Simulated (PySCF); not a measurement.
Method: B3LYP-D3(BJ)/def2-TZVP (PySCF 2.14.0). All species are isolated molecules in the gas phase. One relaxed conformer stands for a flexible species; it need not be the lowest. B3LYP has the VWN-RPA correlation part, as in Gaussian. 

Reference species (SMILES): `[H]/B=C/C` (neutral, multiplicity 1).

The HOMO comes out as -6.07 eV. The HOMO–LUMO gap comes out as 4.47 eV and the LUMO comes out as -1.60 eV.

Changed species: `BC=C`.

Question: What does the change do to the HOMO, HOMO–LUMO gap and LUMO?

Answer: the HOMO drops by 2.18 eV, to -8.25 eV; the HOMO–LUMO gap goes up by 1.48 eV, to 5.95 eV; the LUMO falls by 0.70 eV, to -2.30 eV.
